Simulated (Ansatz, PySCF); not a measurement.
B(Cl)(Et)(NH2) (C₂H₇BClN), SMILES CCB(N)Cl. Atoms are numbered in the order given.

```xyz
12

B     -0.2091     0.1338     0.0000
Cl     0.3894     1.8201     0.0000
C      0.8332    -1.0452     0.0000
C      0.2498    -2.4526     0.0000
H      1.4969    -0.8983    -0.8713
H      1.4969    -0.8983     0.8713
H     -0.3778    -2.6316     0.8887
H     -0.3778    -2.6316    -0.8887
H      1.0323    -3.2268     0.0000
N     -1.5875    -0.0565     0.0000
H     -2.2498     0.7078     0.0000
H     -2.0054    -0.9775     0.0000
```
Charge 0, spin multiplicity 1.

Coordinates come from a PBE0-D3(BJ)/def2-SVP optimisation. This is a generated structure with no PubChem entry under its InChIKey; it may be hypothetical. Other conformers were not sampled.

Two levels are set side by side: PBE-D3(BJ)/def2-SVP (Ansatz, a quantum-chemistry and plane-wave program) and PBE0-D3(BJ)/def2-SVP (Ansatz). Each level has its own optimised geometry; the coordinates shown are those of the second. Frequencies come from the Hessian of PySCF at each geometry. Differences are taken from unrounded values.

```tsv
quantity	PBE0-D3(BJ)	PBE-D3(BJ)	PBE-D3(BJ) minus PBE0-D3(BJ)
mean bond length (Å)	1.256	1.265	0.008
bond B1–Cl2 (Å)	1.789	1.798	0.009
bond B1–C3 (Å)	1.574	1.581	0.007
bond B1–N10 (Å)	1.391	1.400	0.009
bond C3–C4 (Å)	1.524	1.533	0.009
bond C3–H5 (Å)	1.105	1.114	0.008
bond C3–H6 (Å)	1.105	1.113	0.008
bond C4–H7 (Å)	1.103	1.111	0.008
bond C4–H8 (Å)	1.103	1.111	0.008
bond C4–H9 (Å)	1.101	1.109	0.008
bond N10–H11 (Å)	1.011	1.020	0.009
bond N10–H12 (Å)	1.011	1.020	0.009
highest harmonic wavenumber (cm⁻¹)	3743	3620	-123
mean harmonic wavenumber (cm⁻¹)	1442	1397	-46
zero-point energy (kcal/mol)	61.86	59.89	-1.96
```

Exact exchange shortens and stiffens bonds; PBE has none. Differences between two approximate levels are no errors against the true value.
